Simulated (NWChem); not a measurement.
C₃H₄F₂O; SMILES COC=C(F)F

```xyz
10

C      0.1453    -2.5403     0.0808
O     -0.3662    -1.3192    -0.4422
C      0.4960    -0.2668    -0.3205
C      0.0753     0.9236     0.0975
F     -1.1587     1.2055     0.4869
F      0.8574     1.9987     0.1322
H     -0.5959    -3.3093    -0.1463
H      0.2921    -2.4802     1.1673
H      1.1007    -2.8067    -0.3947
H      1.5334    -0.3988    -0.6206
```
Atoms are numbered in this order, from 1.

Program: NWChem. Pople sets run with spherical d functions. The geometry was optimised at B3LYP/6-31G* (spherical d). Level: B3LYP/6-31G* with SMD (1 M gas to 1 M solution), gas-phase geometry.

Predict the results for solvent toluene. Quantities: solvation free energy (kcal/mol); cavity-dispersion-structure term (kcal/mol); dipole in solution (D).


```json
{
  "solvation free energy (kcal/mol)": "-1.1",
  "cavity-dispersion-structure term (kcal/mol)": "0.7",
  "dipole in solution (D)": "2.66"
}
```
